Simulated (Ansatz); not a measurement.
```yaml
crystal:
  periodic: [false, false, false]
  atoms:
    - {symbol: C, position_ang: [1.225450, -1.275971, 0.668294]}
    - {symbol: C, position_ang: [0.588815, -0.123286, 0.857876]}
    - {symbol: C, position_ang: [0.072120, 0.732245, -0.235534]}
    - {symbol: O, position_ang: [0.719359, 0.565519, -1.436285]}
    - {symbol: F, position_ang: [0.209684, 2.072906, 0.179535]}
    - {symbol: In, position_ang: [-2.091938, 0.356972, -0.539159]}
    - {symbol: H, position_ang: [1.423721, -1.655178, -0.328582]}
    - {symbol: H, position_ang: [1.552077, -1.881000, 1.504891]}
    - {symbol: H, position_ang: [0.373739, 0.233916, 1.861126]}
    - {symbol: H, position_ang: [1.674491, 0.565486, -1.272226]}
    - {symbol: H, position_ang: [-2.602737, -0.331297, -2.030743]}
    - {symbol: H, position_ang: [-3.144791, 0.739697, 0.770806]}
basis:
  gaussian: {orbitals: STO-3G}
hamiltonian: {xc: {name: LC-wPBE}}
multiplicity: 3
```

```sh
$ ansatz run in.yaml --threads 4 --pin off --events-out ev --progress --plain --max-ram 10444MiB
```

(1) How does Ansatz answer? (Estimate.)

## Answers

(1) The calculation gave: The program refused the input.
```
Error: YAML parse error: error: line 19 column 1: unknown field `multiplicity`, expected one of crystal, accuracy, basis, kpoints, hamiltonian, magnetization, projection, total_charge, correlation, batch, efield, external_charges, scf, relax, neb, saddle, md, ramp, phonons, dielectric, real_time, elastic, magnetic_configurations, gw, evaluate, workflow, output, checkpoint, execution
17 |   gaussian: {orbitals: STO-3G}
18 | hamiltonian: {xc: {name: LC-wPBE}}
19 | multiplicity: 3
```
